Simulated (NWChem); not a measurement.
Correlation energy of CF₂

```xyz
3

F      1.0291     0.0000    -0.1980
C      0.0000     0.0000     0.5940
F     -1.0291     0.0000    -0.1980
```
Charge 0, spin multiplicity 1.

Everything below was run with NWChem. The geometry was optimised at B3LYP/def2-SVP, a minimum by its harmonic frequencies.

Basis set: def2-TZVP. Each correlation energy counts from its own Hartree-Fock reference.

The correlated methods keep 3 core orbitals frozen. The structure started from a generated list of species. No row is a measurement; the coupled-cluster row has its own basis-set and correlation limits.

### Question
One of these methods gave a correlation energy of -662.5 mHa. Which?
A. SCS-MP2
B. CR-CCSD(T)
C. CCSD+T(CCSD)
D. CR-CCSD[T]

### Answer
C, CCSD+T(CCSD). The others give -613.4 (SCS-MP2), -657.6 (CR-CCSD[T]), -656.1 (CR-CCSD(T)).
